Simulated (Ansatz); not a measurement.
CH₅Bi⁻, that is BiH2Me with one electron more. Total charge -1; doublet. Geometry PBE-D4/def2-TZVP, that of the neutral singlet.

```xyz
7

Bi    0.090    0.812   -1.234
H     1.047   -0.612   -1.813
H    -1.445   -0.061   -1.636
C     0.077    0.047    0.920
H     1.079    0.190    1.339
H    -0.195   -1.012    0.935
H    -0.652    0.636    1.489
```

In the def2 sets Bi takes a core potential; there is no spin–orbit coupling. At PBE-D4/def2-TZVPD, r2SCAN-D4/def2-TZVPD, PBE0-D4/def2-TZVPD the highest occupied level of the charge -1 doublet lies above zero (up to 2.50 eV). By energy differences it is unbound by 0.71 eV (vertical, against the charge 0 singlet, at PBE-D4/def2-TZVPD) and held by the finite basis.

Problem. Estimate the α-spin orbital energies around the gap (eV) in Ansatz with PBE-D4/def2-TZVPD, r2SCAN-D4/def2-TZVPD, PBE0-D4/def2-TZVPD.

Solution. 
```
orbital  PBE-D4/def2-TZVPD  r2SCAN-D4/def2-TZVPD  PBE0-D4/def2-TZVPD
 HOMO−5              -5.37                 -5.74               -6.89
 HOMO−4              -5.36                 -5.73               -6.89
 HOMO−3              -3.00                 -3.29               -4.17
 HOMO−2              -2.71                 -2.98               -3.83
 HOMO−1              -1.74                 -1.94               -2.71
   HOMO               2.50                  2.43                2.10
   LUMO               2.83                  3.12                3.37
 LUMO+1               3.22                  3.35                3.87
 LUMO+2               4.17                  4.36                4.71
 LUMO+3               4.56                  4.82                5.13
 LUMO+4               4.69                  4.91                5.21
 LUMO+5               4.80                  5.05                5.33
 β HOMO              -1.62                 -1.83               -2.56
 β LUMO               2.93                  3.43                3.55
```
